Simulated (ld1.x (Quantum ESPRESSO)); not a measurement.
## u(r) = r·R(r): atom against pseudo-atom (sulfur)

Columns: radius, all-electron u(r) and pseudo u(r) of the 3s shell (level -17.12 eV) of sulfur in the configuration [Ne] 3s2 3p4; revPBE, non-relativistic, TM scheme, ld1.x (Quantum ESPRESSO) 7.5.

```tsv
r (bohr)	all-electron	pseudo
0.068	0.1973	0.0229
0.135	-0.0201	0.0462
0.202	-0.2441	0.0710
0.270	-0.3747	0.0984
0.338	-0.4030	0.1290
0.405	-0.3543	0.1631
0.473	-0.2544	0.2025
0.540	-0.1282	0.2467
0.608	0.0110	0.2975
0.675	0.1479	0.3533
0.742	0.2771	0.4142
0.810	0.3959	0.4796
0.878	0.5002	0.5466
0.945	0.5881	0.6112
1.013	0.6624	0.6722
1.080	0.7217	0.7250
1.148	0.7682	0.7689
1.215	0.8016	0.8017
1.283	0.8243	0.8243
1.350	0.8369	0.8369
1.418	0.8410	0.8410
1.485	0.8378	0.8378
1.553	0.8284	0.8284
1.620	0.8139	0.8139
1.688	0.7951	0.7951
1.755	0.7733	0.7733
```

Task: How many radial nodes do the two functions have?

Result: The all-electron 3s function has n − l − 1 = 2; the pseudo-wave has 0, since the states of the same l below it are removed with the core.

Task: At about which radius was the pseudo-wave matched?

Result: 1.35 bohr. The columns agree to 0.0005 from 1.22 bohr on; several derivatives are matched, so the curves merge somewhat inside the radius.

Task: Where does each function peak?

Result: Outermost all-electron maximum near 1.42 bohr, pseudo maximum near 1.42 bohr (to the table’s step).

Task: Is the pseudo-wave norm-conserving?

Result: Yes: the TM scheme keeps the norm inside the radius equal to the all-electron one, which fixes the energy derivative of the logarithmic derivative at the level.
